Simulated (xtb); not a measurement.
xtb input (GFN2-xTB):

```bash
xtb mol.xyz --gfn 2 --sp --chrg -1 --uhf 0
```
mol.xyz:
```
14

Si    -0.69082782    -0.11451456    -0.45443293
C     -1.80530143     1.24301763    -1.15400959
C     -1.48827505    -0.78190031     1.11460318
O      0.78764269     0.47672861    -0.22627137
Si     2.23393095    -0.24333365     0.52343930
H     -0.71676257    -1.22971618    -1.45670279
H     -2.81104769     0.86616892    -1.36463790
H     -1.38921278     1.64079461    -2.08293483
H     -1.89274845     2.07166504    -0.44588589
H     -0.84192377    -1.54312903     1.55490420
H     -1.61199535     0.01317520     1.85491851
H     -2.46934111    -1.22167740     0.90906746
H      1.93365336    -1.72687376     0.15870115
H      1.65625165    -0.44106499     1.95309008
```

End of the output:

```
         :::::::::::::::::::::::::::::::::::::::::::::::::::::
         ::                     SUMMARY                     ::
         :::::::::::::::::::::::::::::::::::::::::::::::::::::
         :: total energy             -16.609043985293 Eh    ::
         :: gradient norm              0.056769673412 Eh/a0 ::
         :: HOMO-LUMO gap              3.162548040265 eV    ::
         ::.................................................::
         :: SCC energy               -16.768575878121 Eh    ::
         :: -> isotropic ES            0.154494213694 Eh    ::
         :: -> anisotropic ES         -0.005020385584 Eh    ::
         :: -> anisotropic XC         -0.012478343387 Eh    ::
         :: -> dispersion             -0.012687103177 Eh    ::
         :: repulsion energy           0.159531892828 Eh    ::
         :: add. restraining           0.000000000000 Eh    ::
         :: total charge              -1.000000000000 e     ::
         :::::::::::::::::::::::::::::::::::::::::::::::::::::

           -------------------------------------------------
          |                Property Printout                |
           -------------------------------------------------

    * Orbital Energies and Occupations

         #    Occupation            Energy/Eh            Energy/eV
      -------------------------------------------------------------
         1        2.0000           -0.5795211             -15.7696
       ...           ...                  ...                  ...
         4        2.0000           -0.4160265             -11.3207
         5        2.0000           -0.3759171             -10.2292
         6        2.0000           -0.3304746              -8.9927
         7        2.0000           -0.3287832              -8.9466
         8        2.0000           -0.3219397              -8.7604
         9        2.0000           -0.3167976              -8.6205
        10        2.0000           -0.2818006              -7.6682
        11        2.0000           -0.2764069              -7.5214
        12        2.0000           -0.2628893              -7.1536
        13        2.0000           -0.2399494              -6.5294
        14        2.0000           -0.2259438              -6.1482
        15        2.0000           -0.1835814              -4.9955
        16        2.0000           -0.0941615              -2.5623 (HOMO)
        17                          0.0220600               0.6003 (LUMO)
        18                          0.0326966               0.8897
        19                          0.0486856               1.3248
        20                          0.0595708               1.6210
        21                          0.0704699               1.9176
        22                          0.1554433               4.2298
        23                          0.1699523               4.6246
        24                          0.1792138               4.8767
        25                          0.2407655               6.5516
        26                          0.2610016               7.1022
        27                          0.2814421               7.6584
       ...                                ...                  ...
        39                          1.0130049              27.5653
      -------------------------------------------------------------
                  HL-Gap            0.1162215 Eh            3.1625 eV
             Fermi-level           -0.0360507 Eh           -0.9810 eV

     #   Z          covCN         q      C6AA      α(0)
     1  14 Si       3.543     0.519    98.727    19.149
     2   6 C        3.648    -0.182    24.434     7.102
     3   6 C        3.650    -0.174    24.260     7.075
     4   8 O        1.528    -0.522    23.474     6.535
     5  14 Si       2.623     0.209   188.662    30.157
     6   1 H        0.906    -0.155     7.964     4.415
     7   1 H        0.924    -0.040     3.854     3.070
     8   1 H        0.924    -0.030     3.631     2.980
     9   1 H        0.924    -0.022     3.468     2.912
    10   1 H        0.924    -0.000     3.061     2.736
    11   1 H        0.924    -0.009     3.226     2.809
    12   1 H        0.924    -0.024     3.514     2.932
    13   1 H        0.875    -0.292    21.305     7.227
    14   1 H        0.876    -0.278    19.130     6.848

 Mol. C6AA /au·bohr⁶  :       3670.841639
 Mol. C8AA /au·bohr⁸  :     122613.179567
 Mol. α(0) /au        :        105.946090

Wiberg/Mayer (AO) data.
largest (>0.10) Wiberg bond orders for each atom

 ---------------------------------------------------------------------------
     #   Z sym  total        # sym  WBO       # sym  WBO       # sym  WBO
 ---------------------------------------------------------------------------
     1  14 Si   3.981 --     4 O    1.502     6 H    0.865     3 C    0.849
                             2 C    0.800
     2   6 C    3.946 --     7 H    1.012     8 H    1.012     9 H    1.007
                             1 Si   0.800
     3   6 C    3.961 --    10 H    1.006    12 H    1.000    11 H    0.997
                             1 Si   0.849
     4   8 O    2.196 --     1 Si   1.502     5 Si   0.557
     5  14 Si   2.330 --    14 H    0.876    13 H    0.873     4 O    0.557
     6   1 H    0.976 --     1 Si   0.865
     7   1 H    0.998 --     2 C    1.012
     8   1 H    0.999 --     2 C    1.012
     9   1 H    1.000 --     2 C    1.007
    10   1 H    1.000 --     3 C    1.006
    11   1 H    1.000 --     3 C    0.997
    12   1 H    0.999 --     3 C    1.000
    13   1 H    0.915 --     5 Si   0.873
    14   1 H    0.923 --     5 Si   0.876
 ---------------------------------------------------------------------------

Topologies differ in total number of bonds
Writing topology from bond orders to xtbtopo.mol

molecular dipole:
                 x           y           z       tot (Debye)
 q only:       -0.681       0.508      -0.508
   full:       -2.616       0.255      -0.388       6.754
molecular quadrupole (traceless):
                xx          xy          yy          xz          yz          zz
 q only:       -2.277       6.194       1.381      -4.906       3.786       0.896
Note: The following floating-point exceptions are signalling: IEEE_UNDERFLOW_FLAG IEEE_DENORMAL
normal termination of xtb
  q+dip:      -13.252       4.912       7.380      -7.300       3.031       5.871
   full:      -12.956       1.138       6.537      -5.198       1.823       6.419

           -------------------------------------------------
          | TOTAL ENERGY              -16.609043985293 Eh   |
          | GRADIENT NORM               0.056769673412 Eh/α |
          | HOMO-LUMO GAP               3.162548040265 eV   |
           -------------------------------------------------

------------------------------------------------------------------------
------------------------------------------------------------------------
 total:
 SCF:
```

It need not be the lowest isomer of its formula. Whether it binds its extra electron was not tested at this geometry.
